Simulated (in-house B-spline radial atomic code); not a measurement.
Settings and results of a run for Sr⁴⁺. Computed with a B-spline radial code for spherical atoms: non-relativistic PBE0, spin-polarised, spherical fractional occupations, point nucleus.

Command:
```bash
python run_scf.py task.json out
```
Settings:
```
Z                38
configuration    [Ar] 3d10 4s2 4p4
hamiltonian      nr
method           pbe0
spin_polarised   True
```

Output (hartree, bohr):
```
 radial grid: 49 intervals, B-splines of order 8, outer radius 22.1277 bohr

 iter        energy (Eh)    residual
    1       -3125.771138    4.81e-01
    2       -3127.755670    2.52e-01
    3       -3128.726714    3.40e-02
    4       -3128.756148    9.84e-03
    5       -3128.757256    3.91e-03
    6       -3128.757545    9.13e-04
    7       -3128.757554    5.69e-05
    8       -3128.757554    3.33e-06
    9       -3128.757554    2.25e-07

 total energy                     -3128.75755
 kinetic                            3127.2029
 electron-nucleus                  -7402.1532
 Hartree                            1248.2310
 exact exchange                      -25.1283
 exchange-correlation                -76.9100

 orbital      occ     eigenvalue          <r>       <r^2>       <1/r>       <r^4>       r_max
 1s up      1.000      -578.0150     0.040182  0.00216156     37.4921 1.18616e-05     0.02656
 1s down    1.000      -578.0035    0.0401815   0.0021615     37.4926  1.1861e-05     0.02656
 2s up      1.000       -79.3147     0.176875   0.0368071      8.3835  0.00232462      0.1492
 2s down    1.000       -79.3079     0.176867   0.0368028     8.38359  0.00232389      0.1492
 2p up      3.000       -72.3632     0.152242    0.028283      8.3611   0.0015901      0.1178
 2p down    3.000       -72.3511      0.15225   0.0282855     8.36054  0.00159027      0.1179
 3s up      1.000       -13.9820     0.501986    0.288911     2.83563    0.130426      0.4454
 3s down    1.000       -13.9658      0.50187     0.28867     2.83515    0.129945      0.4456
 3p up      3.000       -11.4196     0.501947    0.293711     2.73165    0.142638      0.4348
 3p down    3.000       -11.3992     0.501948    0.293594     2.73064    0.142229      0.4351
 3d up      5.000        -6.7833     0.495026    0.297761     2.51559    0.178577      0.3764
 3d down    5.000        -6.7671      0.49399     0.29611     2.51843    0.175475      0.3765
 4s up      1.000        -3.1931      1.32299     1.97077     1.00771     5.73456       1.193
 4s down    1.000        -3.0520      1.32549     1.98207     1.00813     5.84744       1.189
 4p up      3.000        -2.4857      1.44724       2.373    0.910898     8.52208       1.287
 4p down    1.000        -2.2945      1.46607     2.44229    0.900503     9.14457       1.291
```

Run time, properties included: 0.31 s on 1 thread of Arm Neoverse V1 (shared host).

Caution: exact exchange at fractional occupations of open shells leaves self-interaction of up to several eV.
